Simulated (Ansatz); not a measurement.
Relaxation of ClGe2H6 (9 atoms, charge 0, multiplicity 2), to a largest force component of 0.03 eV/Å in at most 50 steps.

Computed with Ansatz 0.2.0, UHF/def2-SVP.

```xyz
9
Properties=species:S:1:pos:R:3
Ge 0.009 -0.045 -0.244
Cl -0.053 -0.117 3.185
H 1.510 -0.026 -0.581
Ge -1.151 2.007 -0.925
H -2.647 1.702 -1.084
H -0.984 3.111 0.131
H -0.610 2.533 -2.263
H -0.632 -1.300 -0.857
H 0.036 -0.029 4.501
```

Problem. Where does it end, and by what steps?

Solution. The forces met the threshold. The force dipped under the threshold on the way, but the program's further checks kept it going. After 28 steps the energy has fallen by 0.164 eV; Cl2 moved furthest, 1.00 Å.

```csv
step,energy less start (eV),largest force component (eV/Å),accepted
0,0.0000,1.779,yes
1,-0.0954,0.620,yes
2,-0.1261,0.192,yes
3,-0.1362,0.217,yes
4,-0.1438,0.084,yes
5,-0.1479,0.056,yes
6,-0.1500,0.024,yes
7,-0.1538,0.339,yes
8,-0.1564,0.152,yes
9,-0.1583,0.028,yes
10,-0.1357,0.873,no
11,-0.1583,0.230,no
12,-0.1589,0.057,yes
13,-0.1563,0.383,no
14,-0.1597,0.017,yes
15,-0.1601,0.072,yes
16,-0.1599,0.191,no
17,-0.1605,0.059,yes
18,-0.1608,0.060,yes
19,-0.1611,0.101,yes
20,-0.1614,0.092,yes
21,-0.1617,0.084,yes
22,-0.1621,0.073,yes
23,-0.1625,0.088,yes
24,-0.1628,0.106,yes
25,-0.1629,0.172,yes
26,-0.1637,0.109,yes
27,-0.1640,0.031,yes
28,-0.1645,0.018,yes
```

```xyz
9
Properties=species:S:1:pos:R:3
Ge -0.091 -0.149 -0.542
Cl -0.503 -0.329 4.054
H 1.429 -0.016 -0.354
Ge -1.185 1.995 -1.019
H -2.707 1.800 -1.018
H -0.809 3.010 0.069
H -0.761 2.555 -2.386
H -0.380 -1.224 -1.604
H 0.484 0.194 4.664
```

Whether the end is a true minimum wasn't checked by a vibrational analysis.

The run took 48 s on 4 threads of Arm Neoverse V1, on a shared host, peak memory 0.38 GiB.
